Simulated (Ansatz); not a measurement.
Consider the silylene formation by 1,1-elimination: `B[Si](O)(O)F` → `BF` + `O[Si]O`.

Program: Ansatz. Geometries: PBE0-D4/def2-TZVP. ΔE: electronic, gas phase. CCSD(T)/CBS adds triple-zeta CCSD(T) − MP2 to the extrapolated MP2 energy (def2 sets, frozen cores). This one scheme is used for every species. Functionals use def2-TZVPP. One conformer a species, not always the lowest.

```json
{"level": "LDA (SPW92)", "ΔE (kJ/mol)": "125.0", "difference from CCSD(T)/CBS": "1.6"}
{"level": "revPBE-D4", "ΔE (kJ/mol)": "107.3", "difference from CCSD(T)/CBS": "-16.1"}
{"level": "r2SCAN-D4", "ΔE (kJ/mol)": "132.6", "difference from CCSD(T)/CBS": "9.2"}
{"level": "CAM-B3LYP-D4", "ΔE (kJ/mol)": "117.8", "difference from CCSD(T)/CBS": "-5.6"}
{"level": "ωB97M-V", "ΔE (kJ/mol)": "107.7", "difference from CCSD(T)/CBS": "-15.7"}
{"level": "B2PLYP", "ΔE (kJ/mol)": "108.4", "difference from CCSD(T)/CBS": "-15.0"}
{"level": "revPBE", "ΔE (kJ/mol)": "88.0", "difference from CCSD(T)/CBS": "-35.4"}
{"level": "r2SCAN", "ΔE (kJ/mol)": "130.7", "difference from CCSD(T)/CBS": "7.3"}
{"level": "CCSD/def2-SVP", "ΔE (kJ/mol)": "83.0", "difference from CCSD(T)/CBS": "-40.4"}
{"level": "HF/def2-TZVPP", "ΔE (kJ/mol)": "123.9", "difference from CCSD(T)/CBS": "0.5"}
{"level": "MP2/def2-TZVPP", "ΔE (kJ/mol)": "123.3", "difference from CCSD(T)/CBS": "-0.1"}
{"level": "SCS-MP2/def2-TZVPP", "ΔE (kJ/mol)": "117.9", "difference from CCSD(T)/CBS": "-5.5"}
{"level": "CCSD(T)/def2-TZVPP", "ΔE (kJ/mol)": "116.2", "difference from CCSD(T)/CBS": "-7.2"}
{"level": "SCS-MP2/def2-QZVPP", "ΔE (kJ/mol)": "122.8", "difference from CCSD(T)/CBS": "-0.6"}
{"level": "MP2/CBS(def2)", "ΔE (kJ/mol)": "130.4", "difference from CCSD(T)/CBS": "7.0"}
{"level": "CCSD/CBS(def2)", "ΔE (kJ/mol)": "126.0", "difference from CCSD(T)/CBS": "2.6"}
{"level": "CCSD(T)/CBS", "ΔE (kJ/mol)": "123.4", "difference from CCSD(T)/CBS": "0"}
```

Largest T1 diagnostic among the species: 0.015.

Leaving LDA and LC-ωPBE aside and taking each functional with its dispersion term where it has one, the values, not all of them listed here, spread over 48.0 kJ/mol, from BLYP-D4 to r2SCAN0-D4. LDA lies +24.9 kJ/mol from PBE without D4. The D4 term adds +12.3 kJ/mol with B3LYP and +6.6 kJ/mol with PBE0; it sums over pairs of atoms, weighted by their polarisabilities, and B3LYP, whose exchange is more repulsive, gets the larger term.

B3LYP here is the variant with VWN-RPA as its local correlation; programs differ in this.
